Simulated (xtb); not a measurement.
CH2F, SMILES [CH2]F (connectivity only; charge and spin as stated), charge +1, multiplicity 1. All values are semi-empirical tight-binding results from xtb (GFN2-xTB unless named), good for trends rather than for accurate numbers. Coordinates come from a GFN2-xTB optimisation. The spin state was assumed, not searched. The isomer is the one that the SMILES or the coordinates give; other isomers of the formula were not compared.

Estimate the properties. (The exact figures need the calculation; the answer reports its results.)


```
Property                                        Result
--------------------------------------  --------------
point group as xtb finds it                        C2v
orbital gap                                    2.63 eV
zero-point energy                        15.0 kcal/mol
G − E(el) at 298.15 K (modified RRHO)     1.6 kcal/mol
static polarisability (D4 model)            13.9 bohr³
solvation energy, GFN2-xTB/ALPB(water)  -78.4 kcal/mol
solvation energy, GFN2-xTB/ALPB(chcl3)  -65.9 kcal/mol
```

Computed IR lines (harmonic; lines under 4 % of the strongest left out, lines within 3 cm⁻¹ merged):
ν (cm⁻¹): 1008 (m), 1227 (s), 1548 (s), 2803 (m), 2838 (vs) (against the strongest line: vs over 80 %, s over 45 %, m over 15 %, w over 4 %, vw less)
